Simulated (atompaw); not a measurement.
## Cutoff test, sulfur (S), PAW (atompaw)

atompaw 4.2.0.5 input, output lines left out:

```
S 16
GGA-PBE scalarrelativistic loggrid 1500 logderivrange -3 5 201
3 3 0 0 0 0
3 0 1
3 1 5
0 0 0
c
c
v
c
v
2
1.70 1.25 1.40 0.90
y
1.6
n
y
1.05
n
y
-0.15
y
1.8
n
custom rrkj gramschmidtortho besselshape
3 1 troulliermartins
1.65
1.70
1.70
1.70
1.70
1.70
```

The pseudo-atom Hamiltonian at the reference potential is diagonalised in spherical Bessel functions j_l(qr) that vanish at 20 bohr, with q² up to the cutoff. All-electron valence levels (Ry): 3s -1.3180, 3p -0.5557.

Problem. How do the lowest levels (Ry) of each channel move with the cutoff, and are there ghosts?

Solution.

```csv
cutoff (Ry),s #1,p #1,p #2,d #1,f #1,Σ f·Δε (mRy)
8,-1.3178,-0.5068,0.0316,0.0705,0.1173,245.1
12,-1.3178,-0.5428,0.0305,0.0703,0.1173,64.7
18,-1.3178,-0.5538,0.0302,0.0701,0.1173,9.8
21,-1.3179,-0.5549,0.0302,0.0701,0.1173,4.3
30,-1.3180,-0.5557,0.0301,0.0700,0.1173,0.4
40,-1.3180,-0.5557,0.0301,0.0700,0.1173,0.2
400,-1.3181,-0.5557,0.0301,0.0700,0.1173,0.0
```

Result: no extra level below or beside the all-electron valence levels (s, p, d, f tested); 10 mRy is reached at 18 Ry and 1 mRy at 30 Ry.
